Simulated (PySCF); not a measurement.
Run record for `O=CC1=PC=NC=C1[SiH3]`: B3LYP/def2-SVPD, start guess atom, TDA, 6 singlets.

Method: TDA B3LYP/def2-SVPD, vertical, gas phase, core orbitals frozen in the response (PySCF 2.14.0, density-fitted response routines). Geometry: GFN2-xTB. The input is one job of a driver script: a line of settings, then coordinates in Å.

Command:
```bash
OMP_NUM_THREADS=1 python probes_run.py task.json out
```

Input:
```
{"job": {"kind": "uv", "xc": "B3LYP", "basis": "def2-SVPD", "nstates": 6, "ntriplets": 0, "tda": true, "scf": {"guess": "atom"}}, "charge": 0, "multiplicity": 1}
O     -1.768500     1.854618     0.143170
C     -0.617543     1.952302     0.507891
C      0.339645     0.867011     0.401180
P      1.971555     1.162581     0.975564
C      2.621050    -0.420555     0.606090
N      2.006990    -1.441452     0.069595
C      0.734621    -1.407088    -0.285749
C     -0.126758    -0.324984    -0.153283
Si    -1.940561    -0.434815    -0.714104
H     -0.238156     2.890877     0.947456
H      3.665997    -0.596384     0.846199
H      0.366061    -2.329305    -0.716875
H     -2.176523     0.433974    -1.860414
H     -2.835768    -0.377169     0.434742
H     -2.006523    -1.821621    -1.223374
```

Output:
```
final grid: 134328 points
cycle   1  E = -954.0839445203  dE =  2.880e+00  |g| = 1.313e+00  |ddm| = 9.020e+00
cycle   2  E = -952.2934235188  dE =  1.791e+00  |g| = 2.885e+00  |ddm| = 1.070e+01
cycle   3  E = -954.5032552379  dE = -2.210e+00  |g| = 3.648e-01  |ddm| = 9.175e+00
cycle   4  E = -954.5198478004  dE = -1.659e-02  |g| = 3.031e-01  |ddm| = 1.600e+00
cycle   5  E = -954.5397558934  dE = -1.991e-02  |g| = 8.072e-02  |ddm| = 6.269e-01
cycle   6  E = -954.5416772822  dE = -1.921e-03  |g| = 3.022e-02  |ddm| = 2.495e-01
cycle   7  E = -954.5418894001  dE = -2.121e-04  |g| = 8.805e-03  |ddm| = 6.338e-02
cycle   8  E = -954.5419101208  dE = -2.072e-05  |g| = 2.627e-03  |ddm| = 1.995e-02
cycle   9  E = -954.5419117509  dE = -1.630e-06  |g| = 1.344e-03  |ddm| = 9.413e-03
cycle  10  E = -954.5419121840  dE = -4.331e-07  |g| = 3.388e-04  |ddm| = 3.238e-03
cycle  11  E = -954.5419122084  dE = -2.444e-08  |g| = 1.546e-04  |ddm| = 1.021e-03
cycle  12  E = -954.5419122151  dE = -6.720e-09  |g| = 4.241e-05  |ddm| = 3.670e-04
cycle  13  E = -954.5419122158  dE = -6.089e-10  |g| = 1.835e-05  |ddm| = 1.468e-04
converged SCF energy = -954.5419122158

Static polarisability (au): isotropic 120.020, principal 73.844 128.406 157.810

Singlet excitations
state   eV       nm        f      main configurations
  1   2.9365    422.2   0.00299   H->L 0.99
  2   3.3722    367.7   0.00005   H-2->L 0.95
  3   3.7443    331.1   0.00010   H->L+1 0.97
  4   4.0700    304.6   0.00178   H-3->L 0.96
  5   4.0941    302.8   0.11136   H-1->L 0.79, H-4->L+1 0.10
  6   4.7898    258.9   0.00062   H-2->L+1 0.97
```

H and L stand for HOMO and LUMO; the number after each pair is its weight.

Question: Give S1 in cm⁻¹ and kJ/mol.

Answer: 2.9365 eV × 8065.54 = 23684 cm⁻¹; × 96.485 = 283.3 kJ/mol.

Question: Which computed singlet has the largest oscillator strength, and what do all of them sum to?

Answer: State 5 at 4.09 eV (303 nm), f = 0.111; the 6 states sum to 0.117.

In short: SCF converged in 13 cycles with 239 basis and 952 fitting functions; HOMO -7.32 eV, LUMO -3.35 eV; lowest singlet 2.94 eV; mean polarisability 120.0 au.

The run took 36 s wall on Arm Neoverse V2, one thread, on a shared host, and the process peaked at 0.94 GiB of memory.

The values belong to the conformer `[O:1]=[CH:2][c:3]1[p:4][cH:5][n:6][cH:7][c:8]1[SiH3:9]`: O1–C2–C3–P4 180°.
